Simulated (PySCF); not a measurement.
**A small calculation by hand: refractive index and permittivity of the vapour**

Sn(F)3(NCO) (CF₃NOSn), SMILES O=C=[N][Sn]([F])([F])[F].

Geometry: B3LYP-D3(BJ)/def2-SVP. The structure was generated by enumeration; whether it is a known compound was not checked. The def2 effective core potentials stand for the cores of Sn; spin–orbit coupling is left out. One conformer was computed; it need not be the lowest.

PBE0/def2-TZVP (PySCF) gives a mean static polarisability of 50.7 bohr³ and a dipole moment of 0.74 D. Take an ideal gas at 298.15 K and 1 bar, whether or not the substance is that volatile.

Q: Work out n − 1 in the optical limit and the static ε − 1.

A: 
Polarisability volume α' = 50.7 × 0.148185 = 7.51 Å³. Number density N = p/kT = 2.43e-5 Å⁻³.
Dilute limit of Lorentz–Lorenz: n − 1 = 2π N α' = 0.0011.
Orientation term of Debye: μ²/(3kT) = 8.098 Å³ × μ²(D²) = 4.43 Å³.
ε − 1 = 4π N (α' + μ²/3kT) = 0.0036. Orientation of the dipole supplies 37 % of the static response; it can't follow optical fields. Vibrational polarisation and dispersion are left out.
